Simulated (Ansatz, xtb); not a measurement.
This singlet lies 2.62 eV below the relaxed triplet at the level frozen-core CCSD(T)/cc-pVTZ // B3LYP-D3(BJ)/def2-TZVP (Ansatz, a program for electronic structure).

Species: H2ClGeN, SMILES `[NH2][Ge][Cl]` (lower singlet) (charge 0, multiplicity 1).

Task: Give a relaxed geometry from GFN2-xTB run with xtb.

Result: This is not unique; one that fits is the end point of this relaxation, one of several conformers (outside a Z-matrix the atoms follow the SMILES, hydrogens last).
Bonds (Å): N1–Ge2 1.813, N1–H4 1.010, N1–H5 1.008, Ge2–Cl3 2.167. Bond angles (°): Ge2–N1–H4 126.6, Ge2–N1–H5 123.8, H4–N1–H5 109.6, N1–Ge2–Cl3 96.1.
